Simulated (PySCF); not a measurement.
GeH5NO3, SMILES [NH2][Ge]([OH])([OH])[OH].

The structure is a stationary point at PBE-D3(BJ)/def2-SVP. This is a generated structure with no PubChem entry under its InChIKey; it may be hypothetical. One conformer was computed; it need not be the lowest.

All values below come from PySCF 2.14.0 with PBE-D3(BJ)/def2-SVP.

Frequencies are harmonic and unscaled.

```json
[
 {"mode": "1", "ν (cm⁻¹)": "78", "IR (km/mol)": "20.1", "moving atoms (share of kinetic energy)": "H 64 %, O 31 %"},
 {"mode": "2", "ν (cm⁻¹)": "138", "IR (km/mol)": "49.6", "moving atoms (share of kinetic energy)": "H 59 %, O 27 %, N 13 %"},
 {"mode": "3", "ν (cm⁻¹)": "189", "IR (km/mol)": "25.1", "moving atoms (share of kinetic energy)": "O 52 %, H 25 %, N 21 %"},
 {"mode": "4", "ν (cm⁻¹)": "218", "IR (km/mol)": "7.9", "moving atoms (share of kinetic energy)": "H 60 %, O 18 %, Ge 12 %, N 10 %"},
 {"mode": "5", "ν (cm⁻¹)": "231", "IR (km/mol)": "18.1", "moving atoms (share of kinetic energy)": "O 50 %, H 23 %, Ge 18 %, N 9 %"},
 {"mode": "6", "ν (cm⁻¹)": "241", "IR (km/mol)": "50.1", "moving atoms (share of kinetic energy)": "H 51 %, O 31 %, Ge 11 %"},
 {"mode": "7", "ν (cm⁻¹)": "249", "IR (km/mol)": "31.4", "moving atoms (share of kinetic energy)": "O 59 %, Ge 23 %, H 11 %"},
 {"mode": "8", "ν (cm⁻¹)": "301", "IR (km/mol)": "49.8", "moving atoms (share of kinetic energy)": "H 82 %, O 15 %"},
 {"mode": "9", "ν (cm⁻¹)": "311", "IR (km/mol)": "129.6", "moving atoms (share of kinetic energy)": "H 67 %, O 24 %"},
 {"mode": "10", "ν (cm⁻¹)": "545", "IR (km/mol)": "160.8", "moving atoms (share of kinetic energy)": "H 63 %, N 34 %"},
 {"mode": "11", "ν (cm⁻¹)": "654", "IR (km/mol)": "16.3", "moving atoms (share of kinetic energy)": "O 76 %, N 15 %, H 9 %"},
 {"mode": "12", "ν (cm⁻¹)": "696", "IR (km/mol)": "115.7", "moving atoms (share of kinetic energy)": "O 75 %, Ge 22 %"},
 {"mode": "13", "ν (cm⁻¹)": "709", "IR (km/mol)": "112.0", "moving atoms (share of kinetic energy)": "O 64 %, Ge 21 %, N 10 %"},
 {"mode": "14", "ν (cm⁻¹)": "719", "IR (km/mol)": "69.1", "moving atoms (share of kinetic energy)": "N 34 %, O 28 %, Ge 22 %, H 15 %"},
 {"mode": "15", "ν (cm⁻¹)": "861", "IR (km/mol)": "0.7", "moving atoms (share of kinetic energy)": "H 89 %"},
 {"mode": "16", "ν (cm⁻¹)": "887", "IR (km/mol)": "42.3", "moving atoms (share of kinetic energy)": "H 90 %"},
 {"mode": "17", "ν (cm⁻¹)": "900", "IR (km/mol)": "124.5", "moving atoms (share of kinetic energy)": "H 89 %, O 9 %"},
 {"mode": "18", "ν (cm⁻¹)": "924", "IR (km/mol)": "135.0", "moving atoms (share of kinetic energy)": "H 86 %, O 8 %"},
 {"mode": "19", "ν (cm⁻¹)": "1492", "IR (km/mol)": "26.2", "moving atoms (share of kinetic energy)": "H 91 %, N 9 %"},
 {"mode": "20", "ν (cm⁻¹)": "3451", "IR (km/mol)": "16.2", "moving atoms (share of kinetic energy)": "H 96 %"},
 {"mode": "21", "ν (cm⁻¹)": "3551", "IR (km/mol)": "22.0", "moving atoms (share of kinetic energy)": "H 92 %, N 8 %"},
 {"mode": "22", "ν (cm⁻¹)": "3712", "IR (km/mol)": "56.5", "moving atoms (share of kinetic energy)": "H 94 %"},
 {"mode": "23", "ν (cm⁻¹)": "3726", "IR (km/mol)": "60.1", "moving atoms (share of kinetic energy)": "H 94 %"},
 {"mode": "24", "ν (cm⁻¹)": "3736", "IR (km/mol)": "58.6", "moving atoms (share of kinetic energy)": "H 94 %"}
]
```
